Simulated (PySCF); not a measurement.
AuCl, SMILES [Au][Cl], multiplicity 1. The structure is a stationary point at PBE-D3(BJ)/def2-TZVPD. The spin state was assumed, not searched. The def2 effective core potentials stand for the cores of Au; spin–orbit coupling is left out.

Task: Give the equilibrium geometry at PBE-D3(BJ)/def2-TZVPD (PySCF confirms it by a frequency run) as bond lengths and angles, and its point group. (An estimate is asked for; the answer gives what the named calculation found.)

Result: point group C∞v.
Atoms: Au1 Cl2. Bond lengths (Å): Au1–Cl2 2.229.
Charge 0, spin multiplicity 1.
